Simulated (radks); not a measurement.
Removal energies from the gallium ion Ga7+, [Ar] 3d6, by Delta-SCF beside the eigenvalue of the level emptied. Method: scalar-relativistic Kohn-Sham, r2SCAN, spin-polarised, spherical densities, finite nucleus; meta-GGA in the generalised Kohn-Sham scheme; Fermi nuclear charge, rms radius of each element as measured or else 0.836 A^(1/3) + 0.57 fm; computed with a radial shooting solver on a logarithmic mesh with Libxc functionals. Open shells are filled with parallel spins first.

| removed from | final configuration | Delta-SCF (eV) | -eigenvalue (eV) |
|---|---|---|---|
| 3d | [Ar] 3d5 | 169.04 | 154.42 |
| 3p | [Ne] 3s2 3p5 3d6 | 254.25 | 239.53 |
| 3s | [Ne] 3s1 3p6 3d6 | 306.56 | 291.73 |
| 2p | [He] 2s2 2p5 3s2 3p6 3d6 | 1301.2 | 1261.4 |
